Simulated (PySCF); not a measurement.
# Orbital picture of RbI

PBE0 at R = 3.177 Å; Rb x2c-TZVPall, I x2c-TZVPall; spin-free X2C with a Gaussian nucleus (PySCF 2.14). State: ¹Σ⁺ (singlet), closed shell. Only the outer orbitals are listed, counted within each symmetry.

| orbital | occ. | ε (eV) | on Rb (%) | main shells (%) |
| --- | --- | --- | --- | --- |
| 16σ | 2 | -35.19 | 100 | 100 Rb s |
| 17σ | 2 | -18.17 | 93 | 94 Rb p |
| 9π | 2 | -18.15 | 100 | 100 Rb p |
| 9π | 2 | -18.15 | 100 | 100 Rb p |
| 18σ | 2 | -16.05 | 8 | 92 I s |
| 19σ | 2 | -5.69 | 8 | 91 I p |
| 10π | 2 | -5.40 | 5 | 95 I p |
| 10π | 2 | -5.40 | 5 | 95 I p |
| 20σ | 0 | -1.45 | 98 | 81 Rb s, 17 Rb p |
| 11π | 0 | -0.19 | 100 | 82 Rb p, 18 Rb d |
| 11π | 0 | -0.19 | 100 | 82 Rb p, 18 Rb d |

Q: Which are the highest filled and the lowest empty level, where do they sit, and how wide is the gap?

A: Highest filled 10π at -5.40 eV (in %: 95 I p); lowest empty 20σ at -1.45 eV (in %: 81 Rb s, 17 Rb p); the gap at PBE0 is 3.95 eV.

```json
{
  "bond order (Mayer)": "0.72",
  "⟨S²⟩": "0.000",
  "charge on Rb (Mulliken, basis-dependent)": "0.63",
  "charge on Rb (Löwdin, basis-dependent)": "0.24",
  "dipole moment (positive dipole means Rb(−)I(+))": "-11.02 D",
  "polarisability along the bond": "81.0 bohr³",
  "polarisability across the bond": "54.0 bohr³"
}
```

Spin–orbit coupling is left out.
